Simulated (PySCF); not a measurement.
C4H8Au2S2, SMILES C([S][Au])CCC[S][Au], multiplicity 1.

The structure is a stationary point at PBE-D3(BJ)/def2-SVP. The spin state was assumed, not searched. The def2 effective core potentials stand for the cores of Au; spin–orbit coupling is left out. One conformer was computed; it need not be the lowest.

Method: PySCF with TDDFT-PBE/def2-SVP.

Vertical excitations. Gas-phase values at a fixed geometry. State labels are in the subgroup C2h.

```tsv
state	symmetry	energy (eV)	λ (nm)	f	main pairs
S1	Bg	1.40	888	0.000	HOMO→LUMO 74 %, HOMO−1→LUMO+1 26 %
S2	Au	1.40	888	0.000	HOMO−1→LUMO 73 %, HOMO→LUMO+1 27 %
S3	Au	1.65	750	0.004	HOMO→LUMO+1 73 %, HOMO−1→LUMO 27 %
S4	Bg	1.65	750	0.000	HOMO−1→LUMO+1 74 %, HOMO→LUMO 26 %
S5	Bu	2.67	464	0.023	HOMO−2→LUMO 64 %, HOMO−3→LUMO+1 36 %
S6	Ag	2.67	464	0.000	HOMO−3→LUMO 59 %, HOMO−2→LUMO+1 41 %
S7	Bu	3.16	392	0.225	HOMO−3→LUMO+1 60 %, HOMO−2→LUMO 34 %
S8	Ag	3.20	387	0.000	HOMO−2→LUMO+1 56 %, HOMO−3→LUMO 39 %
S9	Au	3.37	368	0.000	HOMO−5→LUMO 92 %
S10	Bg	3.37	368	0.000	HOMO−6→LUMO 92 %
T1	Au	1.14	1084	0	HOMO−1→LUMO 71 %, HOMO→LUMO+1 29 %
T2	Bg	1.14	1084	0	HOMO→LUMO 71 %, HOMO−1→LUMO+1 29 %
T3	Bg	1.42	872	0	HOMO−1→LUMO+1 71 %, HOMO→LUMO 29 %
T4	Au	1.42	872	0	HOMO→LUMO+1 71 %, HOMO−1→LUMO 29 %
```
Triplets are in the Tamm–Dancoff approximation, which puts them higher than full response would, so one can lie above its singlet here.
